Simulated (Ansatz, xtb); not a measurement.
# BF2H4Si2+: where a starting geometry ends

The starting geometry of this gas-phase singlet was built from a drawn formula by distance geometry and a force field; its bonds are those of `F[Si+](F)B[SiH3]`.

```xyz
9

B     0.6253   -0.9492   -1.3201
F     3.0926   -1.8294    0.3824
F     0.9141   -0.3907    1.7586
Si    1.5788   -1.0527    0.3380
Si   -1.0556   -0.0512   -1.3903
H     1.0949   -1.3888   -2.3281
H    -0.8875    1.4176   -0.9734
H    -1.9830   -0.6534   -0.5144
H    -1.5694   -0.0306   -2.7884
```

Task: Where would you expect an optimisation with r2SCAN-D4/def2-SVP to take it?

Result: A new bond forms, giving a structure given below by its coordinates. Distances that change by over a tenth: Si5–H7 (1.54 → 1.90 Å). Contacts that close: B1–H7 (2.83 → 1.29 Å).

The energy falls by 2.01 eV over 22 steps:

| step | E − E(last) (eV) |
| --- | --- |
| 1 | 2.009 |
| 3 | 1.101 |
| 6 | 0.969 |
| 8 | 0.906 |
| 10 | 0.744 |
| 13 | 0.204 |
| 15 | 0.057 |
| 17 | 0.004 |
| 20 | 0.000 |
| 22 | 0.000 |

Final geometry (Å):

```xyz
9

B     0.6236   -0.5200   -1.3670
F     2.6804   -1.9247    0.4875
F     0.9715   -0.4166    1.7099
Si    1.4634   -0.9395    0.3003
Si   -1.2781   -0.5143   -1.4265
H     1.2551   -0.7160   -2.3694
H     0.1885    0.6832   -1.2394
H    -2.1121   -0.2887   -0.2193
H    -1.9824   -0.2918   -2.7119
```

From the same start GFN2-xTB reaches the same bonding as this run.

The end wasn't checked by frequencies. Run with Ansatz 0.2.0, 3.5 min on 1 thread of AMD EPYC (Zen 3), with other jobs on the host.
